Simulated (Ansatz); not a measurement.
Stepwise reaction of `O[SiH](O)O[Si](O)(F)F` with hydrogen, as a gas-phase model of exchange steps in deposition or etching. ΔE in kJ/mol.

Computed with Ansatz on PBE0-D4/def2-TZVP structures; ΔE is electronic, products minus reactants. CBS: MP2 limit from def2 TZ/QZ plus the TZ coupled-cluster correction, frozen cores. This one scheme is used for every species. Functionals use def2-TZVPP. B3LYP here is the variant with VWN-RPA as its local correlation; programs differ in this. Each species was taken in one conformer, which may not be the lowest.

```tsv
step	reaction	PBE-D4	B3LYP-D4	ωB97M-V	CCSD(T)/CBS
1	`O[SiH](O)O[Si](O)(F)F` + H₂ → `O[SiH](O)O[SiH](F)F` + H₂O	92.6	99.0	100.8	97.3
3	`O[SiH2]O[SiH](F)F` + H₂ → `F[SiH](F)O[SiH3]` + H₂O	86.1	91.5	92.4	89.7
```

Problem. Give the row of step 2, `O[SiH](O)O[SiH](F)F` + H₂ → `O[SiH2]O[SiH](F)F` + H₂O. (Estimate.)

Solution. Computed: 
| step | reaction | PBE-D4 | B3LYP-D4 | ωB97M-V | CCSD(T)/CBS |
| --- | --- | --- | --- | --- | --- |
| 2 | `O[SiH](O)O[SiH](F)F` + H₂ → `O[SiH2]O[SiH](F)F` + H₂O | 98.3 | 104.2 | 105.4 | 101.5 |

Problem. By hand: ΔE of the 3 steps together at CCSD(T)/CBS.

Solution. (97.3) + (101.5) + (89.7) = 288.5 kJ/mol, or 96.2 kJ/mol a step.

In ΔE step 3 is the lowest and step 2 the highest. All are uphill at CCSD(T)/CBS. PBE-D4 differs from CCSD(T)/CBS by -4.7 to -3.2 kJ/mol a step. Isolated molecules leave out the surface, adducts and barriers. Largest T1 diagnostic: 0.012.
